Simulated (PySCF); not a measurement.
Species: [closo-B5(OH)5]2- (charge -2).
Geometry (PBE0-D3(BJ)/def2-SVP, Å), atoms numbered from 1 in this order:
```xyz
15
B5H5O5 angstrom
B      0.0048    0.7480    0.7253
B      0.6307   -0.9145   -0.0362
B      0.7865    0.6464   -0.6649
B     -0.9117   -0.8402    0.6315
B     -0.9204   -0.0092   -0.7319
O     -0.3239    1.4013    1.9710
H     -0.9290    0.7524    2.3714
O      1.5964   -2.0265   -0.0465
H      2.3754   -1.6377   -0.4517
O      1.3216    1.2988   -1.8853
H      1.2179    2.2334   -1.6922
O     -1.5999   -1.2977    1.8556
H     -0.9162   -1.7739    2.3365
O     -1.5527    0.4476   -1.9475
H     -0.8121    0.8958   -2.3913
```

Jobs on this species (15 atoms, 72 electrons) with PySCF (density fitting). Hardware of each: one thread of an Arm Neoverse V2, no GPU (shared host). Times come from a shared host and carry two figures at best. Peak memory is the resident size of the whole Python process, interpreter and libraries included.

Question: Rank these jobs by wall time, shortest first.
A. B3LYP/pcJ-1; spin–spin couplings from 10 perturbed nuclei, spin–dipole term for 5 of them; 320 basis functions
B. KT2/pcSseg-1; shieldings, ring-centre shieldings; 195 basis functions
C. PBE0-D3(BJ)/def2-SVP, grid level 1; geometry optimisation from a GFN2-xTB start shaken at random; 165 basis functions

Answer: B (36 s), A (1.8 min), C (5.5 min).

All jobs:

| level and settings | work | basis functions | SCF cycles | wall time | peak memory |
| --- | --- | --- | --- | --- | --- |
| PBE0/pcSseg-1 | shieldings, ring-centre shieldings, charges and field gradients, density and orbital grids written | 195 | 15 | 34 s | 1.0 GiB |
| KT2/pcSseg-1 | shieldings, ring-centre shieldings | 195 | 18 | 36 s | 0.96 GiB |
| B3LYP/pcJ-1 | spin–spin couplings from 10 perturbed nuclei, spin–dipole term for 5 of them | 320 | 15 | 1.8 min | 1.4 GiB |
| PBE0-D3(BJ)/def2-SVP, grid level 1 | geometry optimisation from a GFN2-xTB start shaken at random | 165 | 209 | 5.5 min | 0.66 GiB |

What do all jobs in the table cost together?

About 8.5 min; the longest takes about 65 % of that, and about 9.7 times as long as the shortest.
